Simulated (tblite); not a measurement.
C₉H₇PS.
Structure used (GFN2-xTB), in Å, numbered top down from 1:
```
atom  x, y, z in Å
C1    -2.826    0.535   -0.603
C2    -2.459   -0.112    0.565
C3    -1.129   -0.367    0.835
C4    -0.137    0.022   -0.066
C5     1.269   -0.235    0.213
C6     1.773   -1.213    1.019
P7     3.519   -1.337    1.212
C8     3.805   -0.011    0.179
S9     2.466    0.781   -0.530
C10   -0.518    0.675   -1.239
C11   -1.849    0.927   -1.504
H12   -3.866    0.737   -0.809
H13   -3.216   -0.416    1.273
H14   -0.854   -0.851    1.760
H15    1.123   -1.917    1.514
H16    4.776    0.379   -0.072
H17    0.240    0.977   -1.948
H18   -2.126    1.433   -2.417
```

Computed values, GFN2-xTB/tblite, gas phase, harmonic and unscaled. This tight-binding method is rough: wavenumbers can miss measured ones by several per cent, in bad cases by 10 to 20. One conformer, not necessarily the lowest.

Harmonic wavenumbers (cm⁻¹): 40.8, 85.1, 123.9, 228.2, 288.1, 313.3, 348.3, 368.2, 435.9, 488.5, 544.9, 586.0, 594.2, 661.3, 688.1, 690.2, 753.7, 778.9, 814.3, 859.6, 870.4, 897.6, 921.0, 927.0, 930.7, 962.7, 999.3, 1086.2, 1121.1, 1148.2, 1181.4, 1190.9, 1204.9, 1239.5, 1283.6, 1321.8, 1428.3, 1455.9, 1495.5, 1578.1, 1595.3, 3074.9, 3078.1, 3084.6, 3086.5, 3092.1, 3097.6, 3117.0.

A = 2387, B = 497.6, C = 418.2 MHz; mass 178.001 u (most abundant isotopes); point group C1, symmetry number 1.

Task: What is the zero-point energy?

Result: ½Σν̃ = 28081 cm⁻¹ = 335.92 kJ/mol.

Task: What is S at 200 K and 1 bar for an ideal gas of classical rigid rotors and harmonic oscillators?

Result: Translation 165.18, rotation 124.09, vibration 64.60: S = 353.9 J/(mol K).

Task: And Cp and H(200 K) − H(0)?

Result: Cp = 112.06 J/(mol K), of which vibrations give 78.80 (their classical limit is 48 R = 399.1); H(200 K) − H(0) = 13.81 kJ/mol without the zero-point energy, 7.15 from vibrations.

Task: How do the functions run with temperature in this model?

Result: 
```tsv
T (K)	S (J/(mol K))	Cp (J/(mol K))	H − H(0) (kJ/mol)	G − H(0) (kJ/mol)	ln q(vib)
100	294.2	67.2	4.94	-24.48	1.42
300	408.9	162.9	27.56	-95.12	5.72
500	513.0	245.8	69.03	-187.49	10.64
800	645.5	315.4	154.40	-362.02	18.09
1000	719.0	342.7	220.38	-498.64	22.74
```

q(vib) and H(0) count from the zero-point level.

Task: Which modes carry the vibrational entropy at 200 K?

Result: 40.8 cm⁻¹: 18.54; 85.1 cm⁻¹: 12.52; 123.9 cm⁻¹: 9.54; 228.2 cm⁻¹: 5.07; 288.1 cm⁻¹: 3.60; 313.3 cm⁻¹: 3.12 J/(mol K); the other 42 give 12.21 together.

Task: What must be added to the electronic energy to get the Gibbs energy at 200 K and 1 bar?

Result: ZPE + [H(200 K) − H(0)] − T·S = 335.92 + 13.81 − 70.77 = 278.96 kJ/mol.

Task: Blend soft modes into free rotors: weight 1/[1 + (100 cm⁻¹/ν̃)⁴] for the oscillator and the rest for a rotor with moment μB/(μ + B), μ = h/(8π²ν), B = 10⁻⁴⁴ kg m². What vibrational entropy results?

Result: 59.30 J/(mol K) in place of 64.60, which changes −T·S at 200 K by +1.06 kJ/mol.

Hindered rotation and anharmonicity are outside this model. Other conformers, if any are populated, would add a mixing term that is left out. The structure is chiral; the term R ln 2 for an equal mix with its mirror image is left out.
